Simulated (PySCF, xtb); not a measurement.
ZnH2, SMILES [ZnH2].

GFN2-xTB (xtb) at its own geometry gives an orbital gap of 7.58 eV and a dipole moment of 0.00 D.

The structure is a stationary point at r2SCAN-D4/def2-TZVPD. The isomer is the one that the SMILES or the coordinates give; other isomers of the formula were not compared.

Q: What does HF/def2-TZVPD run with PySCF give? (The exact figures need the calculation; the answer reports its results.)

A: gap 11.73 eV (levels -10.89 and 0.84 eV), dipole 0.00 D.
